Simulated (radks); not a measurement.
The numbers below are computed, except where a source is named.
Problem. Dipole-allowed excitations along the series with 30 electrons in [Ar] 3d10 4s2. Level of theory: scalar-relativistic Kohn-Sham, PBE, spin-unpolarised, spherical densities, finite nucleus; Fermi nuclear charge, rms radius of each element as measured or else 0.836 A^(1/3) + 0.57 fm (a radial shooting solver on a logarithmic mesh with Libxc functionals). Time-dependent linear response with the Hartree and adiabatic LDA kernel, continuum included through the Sternheimer equations, no spin-orbit coupling, so fine structure and intercombination lines are absent. Lines are the poles of the dipole polarisability below minus the highest occupied eigenvalue, found on a grid refined at the orbital gaps; the lowest seven at most are given, and weak or close lines can be missed. The first line takes the name of the lowest orbital gap if no other gap lies below it; otherwise a line is named after a gap within 0.6 % of it, if that gap stands alone.

| species | -e(HOMO) (eV) | lowest orbital gap (eV) | first line (eV) | f | static alpha (bohr^3) |
|---|---|---|---|---|---|
| Zn | 5.979 | 4s-4p 4.863 | 5.553 (4s-4p) | 1.09 | 37.93 |
| Ga+ | 16.332 | 4s-4p 7.264 | 8.910 (4s-4p) | 1.59 | 17.19 |
| Ge2+ | 29.250 | 4s-4p 9.443 | 11.713 (4s-4p) | 1.64 | 10.05 |
| Se4+ | 61.723 | 4s-4p 13.650 | 16.880 (4s-4p) | 1.61 | 4.680 |
| Br5+ | 81.036 | 4s-4p 15.740 | 19.388 (4s-4p) | 1.58 | 3.467 |

Estimate the first line of As3+, its oscillator strength and the static polarisability.

Solution. 14.337 eV (4s-4p), f = 1.63, alpha = 6.623 bohr^3.
